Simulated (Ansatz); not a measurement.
GeTe4. Total charge 0; singlet. Geometry PBE-D4/def2-SVP, basis def2-TZVP, Ansatz.

| atom | x (Å) | y (Å) | z (Å) |
| --- | --- | --- | --- |
| Ge1 | 1.5125 | -0.0033 | -0.3792 |
| Te2 | -0.5149 | 1.2261 | -1.9563 |
| Te3 | -0.0424 | -2.3649 | -0.0419 |
| Te4 | 0.4816 | 1.1390 | 2.0169 |
| Te5 | -1.4368 | 0.0031 | 0.3605 |

```json
{"run": "A", "HOMO (eV)": "-6.61", "LUMO (eV)": "-2.24"}
{"run": "B", "HOMO (eV)": "-7.76", "LUMO (eV)": "-1.18"}
{"run": "C", "HOMO (eV)": "-5.93", "LUMO (eV)": "-2.99"}
{"run": "D", "HOMO (eV)": "-5.20", "LUMO (eV)": "-3.59"}
{"run": "E", "HOMO (eV)": "-4.95", "LUMO (eV)": "-3.63"}
```

In the def2 sets Te takes a core potential; there is no spin–orbit coupling. Another isomer (singlet) lies 0.54 eV lower at PBE0-D4/def2-TZVP; other spin states weren't run for this one.

The runs used BHLYP, PBE, PBE0, r2SCAN, ωB97X-V. Estimate which is which.

A BHLYP (50 % exact exchange); B ωB97X-V (range-separated); C PBE0 (25 % exact exchange); D r2SCAN (0 % exact exchange); E PBE (0 % exact exchange). Exact exchange lowers occupied and raises empty levels; among semilocal functionals meta-GGAs tend to open the gap a little, and such runs are hard to tell apart. The gap grows from 1.32 eV (PBE) to 6.58 eV (ωB97X-V).
